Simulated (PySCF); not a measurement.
A structure optimised at r2SCAN-D4/def2-SVP, used in a PySCF frequency run:

```xyz
6

Al     0.4340    -0.6304     0.0000
Cl    -0.9724    -2.1915     0.0000
O      2.1016    -0.9255     0.0000
H      2.5356    -1.7830     0.0000
Se    -0.2818     1.5481     0.0000
H      1.1196     2.0024     0.0000
```
Charge 0, spin multiplicity 1.

**Question.** Write its SMILES, formula and point group.

**Answer.** [OH][Al]([Cl])[SeH], AlClH2OSe, Cs

**Question.** What are its rotational constants (standard atomic weights)?

**Answer.** 4.1121, 1.2953, 0.98504 GHz
